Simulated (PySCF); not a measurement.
Working out the excitation energy of Os

Os [Xe] 4f14 5d6 6s2 (5D) → Os [Xe] 4f14 5d6 6s1 6p1 (high-spin determinant). Computed with PySCF 2.14 in aug-cc-pVDZ-PP with ECP60MDF, with a scalar-relativistic core potential. Frozen: 5s2 5p6. Energies in hartree (1 hartree = 27.21139 eV):

| part | Os (lower) | Os (upper) |
| --- | --- | --- |
| UHF | -90.066686 | -90.014550 |
| CCSD correlation | -0.165740 | -0.120894 |
| (T) | -0.005672 | -0.003471 |

Task: What does Hartree-Fock give?

Result: (-90.014550) − (-90.066686) = 0.052136 hartree = 1.419 eV.

Task: What do CCSD and CCSD(T) give?

Result: The CCSD correlation energies differ by 0.044846 hartree = 1.220 eV and the triples by 0.002201 hartree = 0.060 eV, so CCSD gives 2.639 eV and CCSD(T) 2.699 eV.

One determinant mixes LS terms, so it does not stand for a single term.

A double-zeta basis recovers only part of the correlation energy.
